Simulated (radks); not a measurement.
Values are calculated unless marked as measured or tabulated.
Valence configurations of Mo II (all share [Kr]). Level of theory: Dirac Kohn-Sham, LDA (Slater exchange, Perdew-Wang correlation), spin-unpolarised, spherical densities, finite nucleus; open shells are shared between the two j in proportion to 2j + 1; Fermi nuclear charge, rms radius 4.4091 fm (a radial shooting solver on a logarithmic mesh with Libxc functionals). Energies are relative to 4d5; eigenvalues in eV.

| valence | E (eV) | e(4d3/2) | e(4d5/2) | e(5p1/2) | e(5p3/2) | e(5s1/2) |
|---|---|---|---|---|---|---|
| 4d5 | 0.000 | -10.790 | -10.573 | - | - | - |
| 4d4.5 5s0.5 | 0.394 | -11.919 | -11.691 | - | - | -10.712 |
| 4d4 5s1 | 1.082 | -13.116 | -12.877 | - | - | -11.280 |
| 4d4.5 5p0.5 | 2.502 | -12.479 | -12.249 | -7.018 | -6.811 | - |
| 4d3 5s2 | 3.471 | -15.706 | -15.443 | - | - | -12.424 |
| 4d4 5p1 | 5.487 | -14.214 | -13.971 | -7.724 | -7.496 | - |
| 4d2 5s2 5p1 | 12.554 | -19.577 | -19.285 | -9.236 | -8.935 | -14.241 |
| 4d3 5p2 | 13.121 | -17.815 | -17.544 | -9.018 | -8.743 | - |
| 4d1 5s2 5p2 | 24.267 | -23.529 | -23.207 | -10.488 | -10.135 | -15.957 |
| 5s2 5p3 | 38.759 | - | - | -11.678 | -11.270 | -17.594 |

NIST lists [Kr] 4d5 as the ground configuration; this level of theory agrees among the configurations tried. The energies are those of spherical spin-averaged densities, not of single terms.
